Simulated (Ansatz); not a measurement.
Program: Ansatz. Geometries: PBE0-D4/def2-TZVP. ΔE: electronic, gas phase. CBS: MP2 limit from def2 TZ/QZ plus the TZ coupled-cluster correction, frozen cores. DFT in def2-TZVPP. One conformer a species, not always the lowest.

Consider the isomerisation: `C[SiH](S)CS` → `[SiH3]CSCS`.

Is it downhill or uphill in electronic energy at CCSD(T)/CBS, and by how much? (Estimate.)

Computed: Uphill: ΔE = +1.75 eV.

What do these levels give: PBE-D4, r2SCAN-D4, PBE0-D4, r2SCAN, PBE0, SCS-MP2/def2-TZVPP, CCSD/def2-TZVPP, CCSD(T)/def2-TZVPP, SCS-MP2/def2-QZVPP, HF/CBS(def2), MP2/CBS(def2), CCSD/CBS(def2)? (Best estimate.)

Ansatz gave: PBE-D4 1.71, r2SCAN-D4 1.81, PBE0-D4 1.76, r2SCAN 1.81, PBE0 1.76, SCS-MP2/def2-TZVPP 1.71, CCSD/def2-TZVPP 1.76, CCSD(T)/def2-TZVPP 1.75, SCS-MP2/def2-QZVPP 1.72, HF/CBS(def2) 1.74, MP2/CBS(def2) 1.78, CCSD/CBS(def2) 1.77 eV.

Largest T1 diagnostic among the species: 0.011.

From PBE to PBE0 (25 % exact exchange), in def2-TZVPP and without D4, ΔE moves by +0.05 eV.
